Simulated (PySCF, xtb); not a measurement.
SiFClBr₂, SMILES F[Si](Cl)(Br)Br.

GFN2-xTB (xtb) at its own geometry gives an orbital gap of 6.23 eV and a dipole moment of 5.01 D.

The structure is a stationary point at B3LYP-D3(BJ)/def2-SVP.

Task: What does PySCF with PBE/def2-TZVP give? (The exact figures need the calculation; the answer reports its results.)

Result: gap 5.44 eV (levels -7.64 and -2.20 eV), dipole 0.71 D.
